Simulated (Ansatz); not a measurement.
`[OH][Hf]([OH])([F])[F]`. The species carries charge 0 and has multiplicity 1. Hf takes the def2 core potential. The structure was optimised at the PBE0-D4/def2-TZVP level. It is one conformer, not always the lowest.

```xyz
7

O    -0.505   -1.590   -0.293
Hf   -0.370    0.286    0.043
O     1.446    0.863    0.184
F    -1.220    1.239   -1.385
F    -1.286    0.697    1.674
H    -0.446   -2.525   -0.456
H     2.381    1.029    0.233
```

(1) What is the dipole moment at B3LYP/def2-TZVPP? (Best estimate.)

(2) And with PBE, r2SCAN, ωB97M-V? (Best estimate.)

(3) Give the Mulliken charges with B3LYP, PBE, r2SCAN in def2-TZVPP. (Estimate.)

## Answers

(1) Computed: 3.35 D, with components (2.64, -2.04, -0.30) D in this frame, pointing from negative to positive charge.

(2) The calculation gave: PBE 3.25 D, r2SCAN 3.30 D, ωB97M-V 3.34 D.

(3) The calculation gave: 
```json
{"atom": "O1", "B3LYP": "-0.47", "PBE": "-0.42", "r2SCAN": "-0.50"}
{"atom": "Hf2", "B3LYP": "1.32", "PBE": "1.12", "r2SCAN": "1.35"}
{"atom": "O3", "B3LYP": "-0.47", "PBE": "-0.42", "r2SCAN": "-0.50"}
{"atom": "F4", "B3LYP": "-0.38", "PBE": "-0.33", "r2SCAN": "-0.38"}
{"atom": "F5", "B3LYP": "-0.38", "PBE": "-0.33", "r2SCAN": "-0.38"}
{"atom": "H6", "B3LYP": "0.19", "PBE": "0.19", "r2SCAN": "0.20"}
{"atom": "H7", "B3LYP": "0.19", "PBE": "0.19", "r2SCAN": "0.20"}
```

B3LYP here is the variant with VWN-RPA as its local correlation; programs differ in this.
